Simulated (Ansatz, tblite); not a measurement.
Cost and result up the ladder for perfluoropentacene, `Fc1c(F)c(F)c2c(F)c3c(F)c4c(F)c5c(F)c(F)c(F)c(F)c5c(F)c4c(F)c3c(F)c2c1F` (36 atoms). The state is a singlet with charge 0. Geometry: r2SCAN-D4/def2-SVP.

Ansatz on 8 threads of Intel Xeon Platinum 8259CL on a shared host; xTB runs through tblite on one thread. Times are rough, summed over both states, and most runs start from the orbitals of an earlier one. PBE0-D4/def2-SVP serves as the yardstick here, not as an exact answer. The other state is a doublet.

The xTB rows come from tblite. Single mean-field runs in def2-SVP are fitted with def2-universal-jkfit.

Raw xTB energies of ions are shifted by several eV.

| level | functions | vertical IE (eV) | difference from PBE0-D4/def2-SVP (eV) |
| --- | --- | --- | --- |
| BHLYP-D4/def2-SVP | 504 | 7.19 | 0.13 |
| GFN2-xTB | 144 | 13.15 | 6.09 |
| GFN1-xTB | 144 | 13.46 | 6.40 |
| PBE0-D4/def2-SVP | 504 | 7.06 | 0.00 |
| PBE-D4/def2-SVP (with forces) | 504 | 6.63 | -0.43 |

Estimate how long each takes.

GFN2-xTB 0.4 s; GFN1-xTB 0.4 s; PBE-D4/def2-SVP (with forces) 41 s; PBE0-D4/def2-SVP 2.1 min; BHLYP-D4/def2-SVP 2.5 min. On shared hardware such times vary by a factor of up to 3.
